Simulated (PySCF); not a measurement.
C8H8OS.
Atom-mapped SMILES: `[CH3:1][S@:2](=[O:3])[CH:4]1[c:5]2[cH:6][cH:7][cH:8][cH:9][c:10]21`

Probes without a nucleus sit at each ring's centroid and 1 Å off its mean plane on both sides; NICS is minus the shielding there, NICSzz its component along the normal. Level: GIAO PBE0/pcSseg-1 (PySCF, non-relativistic, gas phase) on the GFN2-xTB geometry, one conformer.

Rings: 1. C4–C5–C10; 2. C5–C6–C7–C8–C9–C10.

| set | NICS(0) | NICS(1), two faces | NICS(1)zz, two faces |
| --- | --- | --- | --- |
| P | -24.0 | -8.5 / -9.3 | -17.6 / -16.0 |
| Q | -8.5 | -11.8 / -11.5 | -28.1 / -27.9 |

Question: Which set (ppm) belongs to which ring?

Answer: P = 1, Q = 2.
- 1 (3-membered carbocycle; formal bonds 1 aromatic, 2 single): mean NICS(1)zz -16.8 ppm, shielded. C4 has four or more neighbours; no verdict on aromaticity is drawn.
- 2 (6-membered carbocycle; formal bonds all aromatic): mean NICS(1)zz -28.0 ppm, shielded, aromatic by this magnetic criterion (flat ring, no four-coordinate atom), though in fused rings the probe also feels the neighbouring ring.

Question: How do the rings differ in shape?

Answer: 
```tsv
ring	bond lengths (Å)	rms pucker (Å)	HOMA	nearest outside atom to a NICS(1) probe (Å)
1	1.479, 1.381, 1.478	0.00	–	hydrogen 1.53
2	1.357, 1.408, 1.385, 1.408, 1.357, 1.381	0.01	0.88	carbon 2.62
```

HOMA = 1 − mean of α(R − Ropt)² over the ring bonds, with Krygowski's 1993 parameters (CC: Ropt 1.388 Å, α 257.7 Å⁻²). A dash marks a ring with a four-coordinate atom, a triple bond, no multiple bond or a kind of bond without parameters.

The run took 41 s of wall time on an Arm Neoverse V1 with one thread, shared host with 32 logical CPUs at a one-minute load of 9.2, and the process peaked at 0.96 GiB of memory. This is the whole shielding run at PBE0/pcSseg-1, SCF included.

Conformer computed: `[CH3:1][S@:2](=[O:3])[CH:4]1[c:5]2[cH:6][cH:7][cH:8][cH:9][c:10]21`: C1–S2–C4–C5 66°.
